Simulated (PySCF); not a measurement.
# CsCl and its ions

RHF-MP2; Cs def2-SVPD with ECP46, Cl def2-SVPD; scalar-relativistic core potentials (PySCF 2.14). Neutral (RHF): singlet (closed shell), Re = 3.049 Å, ωe = 200 cm⁻¹, De = 4.35 eV.

CsCl⁻ (UHF): doublet (σ ↑), Re = 3.200 Å, ωe = 155 cm⁻¹, De = 1.24 eV to Cs + Cl⁻. The energies at the minima are -479.49938 hartree for CsCl and -479.51579 for CsCl⁻.

Task: Work out the adiabatic electron affinity, without and with harmonic zero-point energies (1 hartree = 27.2114 eV, 1 eV = 8065.5 cm⁻¹), and the change of the bond length.

Result: At MP2: 0.01641 hartree = 0.447 eV between the minima; the zero-point term (200.0 − 155.0)/2 cm⁻¹ = +0.003 eV makes it 0.449 eV. Re changes by +15.1 pm against the neutral. The electron enters a σ orbital, and the longer bond of the ion fits an antibonding orbital, or a change in how ionic the bond is.

Correlated steps freeze 5 core orbitals. Correlated levels converge slowly with the basis: in double zeta they bind strong bonds too weakly, by up to about 1 eV, and carry superposition errors of some tenths. Spin–orbit coupling is left out, which matters for elements this heavy, above all for dissociation energies. For an ion De counts to the pair picked by the measured ionisation energies or electron affinities, which need not be the lowest pair at this level. Where the molecule has an RHF reference, its open-shell atoms are computed with UHF. States were picked by a PBE0 search and need not be the measured ground states.

Neutral and ion stand on different kinds of reference determinant, which adds to the error of the difference.
